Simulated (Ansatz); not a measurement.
Geometry optimisation of (H2Ga-mu-F)2 (Ga2H4F2).

```yaml
crystal:
  periodic: [false, false, false]
  atoms:
    - {symbol: Ga, position_ang: [0.869010, -1.132140, 0.643930]}
    - {symbol: H, position_ang: [1.906130, -1.700200, -0.325770]}
    - {symbol: H, position_ang: [0.491960, -1.420130, 2.098330]}
    - {symbol: F, position_ang: [0.819330, 0.847070, 0.383800]}
    - {symbol: Ga, position_ang: [-0.867110, 1.131290, -0.642730]}
    - {symbol: H, position_ang: [-1.909350, 1.707810, 0.318450]}
    - {symbol: H, position_ang: [-0.486880, 1.415520, -2.098310]}
    - {symbol: F, position_ang: [-0.823100, -0.849210, -0.377710]}
basis:
  gaussian: {orbitals: def2-SVP}
hamiltonian: {xc: pbe0, dispersion: d4}
scf: {lower_state_search: "off"}
output: {orbitals: {seedname: orbitals}}
relax: {f_tol: 0.02, max_steps: 100}
```

```sh
$ ansatz run in.yaml --threads 4 --pin off --events-out ev --progress --plain --max-ram 3916MiB
```

Output, abridged:

```
Functional definition: PBE0
mean field -110221.18176864 eV, -4050.5537193973 hartree, gradient 2.4e-6 eV, S^2 0.000000; 0 other end points of the search recorded, 0 dependent functions left out
relax step   1: F+E_penalty+E_count = -110221.32277262 eV  Δ(F+E_penalty+E_count) = +0.000e0 eV  max|allowed force component| = 9.578e-1 eV/Å  Δτ_max = 0.0000 Å  (14 SCF iters, accepted)
mean field -110221.25928657 eV, -4050.5565681285 hartree, gradient 2.4e-6 eV, S^2 0.000000; 0 other end points of the search recorded, 0 dependent functions left out
relax step   2: F+E_penalty+E_count = -110221.40195821 eV  Δ(F+E_penalty+E_count) = -7.919e-2 eV  max|allowed force component| = 3.224e-1 eV/Å  Δτ_max = 0.0723 Å  (17 SCF iters, accepted)
mean field -110221.27479633 eV, -4050.5571381017 hartree, gradient 2.4e-6 eV, S^2 0.000000; 0 other end points of the search recorded, 0 dependent functions left out
relax step   3: F+E_penalty+E_count = -110221.41793468 eV  Δ(F+E_penalty+E_count) = -1.598e-2 eV  max|allowed force component| = 5.427e-2 eV/Å  Δτ_max = 0.0308 Å  (17 SCF iters, accepted)
mean field -110221.27570697 eV, -4050.5571715670 hartree, gradient 9.4e-7 eV, S^2 0.000000; 0 other end points of the search recorded, 0 dependent functions left out
relax step   4: F+E_penalty+E_count = -110221.41871289 eV  Δ(F+E_penalty+E_count) = -7.782e-4 eV  max|allowed force component| = 6.006e-3 eV/Å  Δτ_max = 0.0090 Å  (18 SCF iters, accepted)
Total energy: -110221.41874832 eV, -4050.5624282397 hartree
Atom 0 at     0.833628    -1.085726     0.617466 Å, force    -0.003654     0.006006    -0.002677 eV/Å
Atom 1 at     1.885135    -1.659391    -0.372887 Å, force     0.004119    -0.004273     0.000405 eV/Å
Atom 2 at     0.443086    -1.371172     2.094429 Å, force     0.001523    -0.003490     0.004252 eV/Å
Atom 3 at     0.816885     0.844382     0.381581 Å, force     0.000598    -0.000571    -0.000204 eV/Å
Atom 4 at    -0.833629     1.085732    -0.617483 Å, force     0.003658    -0.005872     0.003166 eV/Å
Atom 5 at    -1.887051     1.663215     0.368529 Å, force    -0.004127     0.004050     0.000129 eV/Å
Atom 6 at    -0.438787     1.366839    -2.094165 Å, force    -0.001883     0.003910    -0.004320 eV/Å
Atom 7 at    -0.819276    -0.843869    -0.377481 Å, force    -0.000234     0.000241    -0.000752 eV/Å
Dipole moment:     0.000155    -0.000037    -0.000296 e Å
Checks for a lower state left out: stability, starts, cluster_reference, orbital_swaps, neighbouring_geometries, increment
```

Hardware: 4 threads of Arm Neoverse V2 on a shared host. Wall time 5.5 s.
